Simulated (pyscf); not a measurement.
# HO–PH–O–SiH:, singlet

Gas-phase minimum from PySCF at ωB97X-D3(BJ)/def2-SVP, one conformer. Other isomers of HO–PH–O–SiH: [singlet] were not searched in full and may lie lower. 

SMILES: OPO[SiH]
```xyz
7

O      1.2042     1.4329    -1.2386
P      0.6913     1.2585     0.3296
O     -0.9611     1.2039     0.1294
Si    -2.0135     0.0821    -0.5350
H      1.4482     2.3519    -1.4047
H      0.9068    -0.1566     0.3528
H     -1.0039    -1.0870    -0.6226
```

Bond lengths (Å): O1–P2 1.659, O1–H5 0.965, P2–O3 1.665, P2–H6 1.432, O3–Si4 1.676, Si4–H7 1.547. Bond angles (°): P2–O1–H5 109.9, O1–P2–O3 101.3, O1–P2–H6 94.2, O3–P2–H6 96.8, P2–O3–Si4 133.9, O3–Si4–H7 96.8.

Properties at ωB97X-D3(BJ)/def2-SVP:

```json
{
  "harmonic_wavenumbers_unscaled": "47, 235, 258, 383, 400, 653, 851, 902, 925, 968, 1025, 1123, 1982, 2387, 3887 cm⁻¹",
  "zero_point_energy": "22.9 kcal/mol",
  "rotational_symmetry_number": "1",
  "Entropy of this conformer at 298 K and 1 atm, rigid rotor and harmonic oscillator, modes under 100 cm⁻¹ raised to 100": "315.8 J/(mol K)",
  "dipole_moment": "1.17 D"
}
```

Single-point totals, which compare only within one level (frozen core for MP2 and CC):

```csv
level,total energy (hartree)
ωB97X-D3(BJ)/def2-TZVP,-783.25978
PBE/def2-TZVP,-782.73705
r²SCAN/def2-TZVP,-783.07065
B3LYP-D3(BJ)/def2-TZVP,-783.25596
PBE0-D3(BJ)/def2-TZVP,-782.79175
M06-2X/def2-TZVP,-783.10881
ωB97M-D3(BJ)/def2-TZVP,-783.32915
HF/def2-TZVPP,-781.25836
MP2/def2-TZVPP,-781.98375
CCSD/def2-TZVPP,-782.01627
CCSD(T)/def2-TZVPP,-782.04672
```

The lowest mode is so soft that the shape along it may change with the basis. Soft torsions are taken as harmonic, which can shift the entropy by several J/(mol K). The CCSD(T) − MP2 part came from Ansatz, without density fitting, on the same reference.
